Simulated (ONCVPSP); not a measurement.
# What the settings do to the ONCV potential of lanthanum (La)

Base potential:

| Quantity | Value |
| --- | --- |
| Element | lanthanum (La) |
| Generator | ONCVPSP 4.0.1 |
| Type | optimised norm-conserving Vanderbilt (ONCV) |
| Functional | LDA (Perdew-Zunger) |
| Relativity | scalar-relativistic |
| Frozen core | [Kr] 4d10 |
| Valence charge | 11 |
| Reference configuration | 5s2 5p6 5d1 6s1 6p1 |
| Partial waves | 5s+6s: rc 2.50 bohr, ncon 4, nbas 8, qcut 4.8 1/bohr, 3 projectors, debl 3 Ha; 5p+6p: rc 3.50 bohr, ncon 5, nbas 10, qcut 3.7 1/bohr, 3 projectors, debl 0.5 Ha; 5d: rc 3.25 bohr, ncon 4, nbas 9, qcut 5.6 1/bohr, 2 projectors, debl 2.4 Ha; f scattering state at 0.08 Ha: rc 2.50 bohr, ncon 4, nbas 8, qcut 5 1/bohr, local |
| Local potential | the f channel |
| Core correction | Teter function, fcfact 4.75, rcfact 1.75 |

In the f channel the program set the typed energies aside and used -0.209 Ha.

Cutoffs, loose and tight: the cutoffs (Ha) at which the residual kinetic energy of the hardest occupied pseudo-wave falls to 1 and 0.1 mHa per electron. They do not see the model core or the augmentation charge, which bear on the density cutoff. Test errors are all-electron minus pseudo excitation energies from the reference, over the configurations 5s2 5p6 5d1 6s2 6p0; 5s2 5p6 5d1 6s1 6p0; 5s2 5p6 5d1 6s0 6p0; 5s2 5p6 5d1.5 6s1.5 6p0. A dash means not determined; rows that change the core or the reference have their own tests.

For the base: The cutoffs count occupied waves only; projector 1 of the f channel, the hardest unoccupied one, needs 41 Ha at the loose tolerance.

| change | outcome | cutoff, loose | cutoff, tight | bound ghosts | GHOST(+) flags above zero | largest test error (meV) |
| --- | --- | --- | --- | --- | --- | --- |
| base | generated, projector energies reset by the program | 8.0 Ha | 9.6 Ha | none | s, d | -6.1 |
| core correction Teter function, fcfact 1.4, rcfact 1.75 | generated, projector energies reset by the program | 8.0 Ha | 9.6 Ha | none | s, d | -4.5 |
| core correction Teter function, fcfact 2.3, rcfact 1.75 | generated, projector energies reset by the program | 8.0 Ha | 9.6 Ha | none | s, d | -5.0 |
| core correction Teter function, fcfact 2.9, rcfact 1.75 | generated, projector energies reset by the program | 8.0 Ha | 9.6 Ha | none | s, d | -5.3 |
| core correction Teter function, fcfact 3.9, rcfact 1.75 | generated, projector energies reset by the program | 8.0 Ha | 9.6 Ha | none | s, d | -5.8 |
| core correction Teter function, fcfact 4.6, rcfact 1.75 | generated, projector energies reset by the program | 8.0 Ha | 9.6 Ha | none | s, d | -6.1 |
| core correction Teter function, fcfact 5.4, rcfact 1.75 | generated, projector energies reset by the program | 8.0 Ha | 9.6 Ha | none | s, d | -6.4 |
| core correction Teter function, fcfact 6, rcfact 1.75 | generated, projector energies reset by the program | 8.0 Ha | 9.6 Ha | none | s, d | -6.7 |
| core correction Teter function, fcfact 6.6, rcfact 1.75 | generated, projector energies reset by the program | 8.0 Ha | 9.6 Ha | none | s, d | -6.9 |
| core correction Teter function, fcfact 7.5, rcfact 1.75 | generated, projector energies reset by the program | 8.0 Ha | 9.6 Ha | none | s, d | -7.3 |

Reading the sweep of the fcfact (base included, trends over the rows without a ghost): The loose cutoff stays near 8.0 Ha. The median size of the test errors (rows with all tests solved) rises from 1.4 meV at 1.4 to 2.8 meV at 7.5.
